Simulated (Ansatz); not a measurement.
Z-matrix (Å, degrees):
```
O
Ge 1 1.782
H 1 0.961 2 117.4
S 2 2.260 1 97.9 3 0.0
H 4 1.343 2 93.6 1 -180.0
```

Charge 0, multiplicity 1.

**Question.** List the PBE0/def2-TZVPP orbital energies in eV (the Gaussian-basis code of Ansatz). (Estimate.)

**Answer.** Ansatz gave: Occupied: -10860.67, -2422.42, -1358.85, -1208.70, -1208.66, -1208.63, -522.88, -217.77, -171.56, -161.59, -161.50, -161.45, -121.44, -121.31, -121.21, -34.28, -34.20, -34.14, -34.11, -34.00, -27.72, -20.36, -15.25, -12.64, -10.96, -9.80, -9.60, -7.79, -7.35. Lowest empty: -1.99, -0.12, 0.58, 0.98, 2.68, 5.10, 5.40, 5.46.
